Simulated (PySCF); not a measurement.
Static response to an electric field

Species: methyl propyl sulfone, C4H10O2S.
Geometry (GFN2-xTB, Å), atoms numbered from 1 in this order:
```
atom  x, y, z in Å
C1    -2.2686    0.4265    0.1297
C2    -1.4113   -0.6606   -0.5062
C3    -0.0101   -0.1603   -0.8065
S4     0.9180   -0.0096    0.7582
C5     2.6396    0.2099    0.2093
O6     0.8265   -1.2565    1.4664
O7     0.5246    1.1838    1.4568
H8    -3.2370    0.0255    0.4170
H9    -1.7765    0.8210    1.0138
H10   -2.4285    1.2449   -0.5698
H11   -1.8809   -1.0150   -1.4281
H12   -1.3212   -1.5073    0.1775
H13    0.5515   -0.8700   -1.4076
H14   -0.0115    0.8217   -1.2703
H15    2.6815    1.0831   -0.4281
H16    2.9493   -0.6843   -0.3146
H17    3.2475    0.3592    1.0926
```

Level: CAM-B3LYP/def2-SVPD (PySCF), static field, nuclei fixed, core orbitals frozen in the response. The polarisability tensor in these axes (au):

```
x   86.94  0.80  2.13
y    0.80 68.85  1.04
z    2.13  1.04 70.38
```

What are the eigenvalues, a third of the trace, and Δα (Δα² = ½Σ(αi − αj)² over the three pairs)?

Principal values 68.32, 70.59 and 87.26 au; mean 75.39 au = 11.17 Å³ = 12.43 × 10⁻⁴⁰ C²·m²/J; Δα = 17.91 au (24 % of the mean).

What is the dipole moment, and where does it point?

(1.25, 0.08, -4.42) D, 4.60 D in size, pointing from the negative to the positive side. Measured along this direction, the outermost atoms are H9 at the negative end and H13 at the positive end.

Molar refractivity from α?

Lorentz–Lorenz: R = (4π/3)N_A α = 2.5225 cm³/(mol·Å³) × 11.17 Å³ = 28.2 cm³/mol, in the limit of long wavelengths.

Find the Langevin capture rate constant for O2+ (31.990 u) meeting this molecule (122.040 u), k = 2.342 × 10⁻⁹ cm³/s × √(α in Å³ / reduced mass in u).

The reduced mass is 25.35 u, so k = 1.55 × 10⁻⁹ cm³/s. The formula leaves out the permanent dipole, which adds to the capture rate.

Refractivity n − 1 of an ideal gas of it at 500 K and 1 atm, from the electronic α?

N = p/kT = 1.4678 × 10¹⁹ cm⁻³, so n − 1 = 2π × N × 11.17 × 10⁻²⁴ cm³ = 1030 × 10⁻⁶ at long wavelengths.

Isolated species at its GFN2-xTB geometry (one conformer only).

The run behind these numbers computed excited states as well. On one thread of an Arm Neoverse V1, shared host, this took 69 s of wall time (grids of density and orbitals included) and 0.98 GiB of memory at its peak.
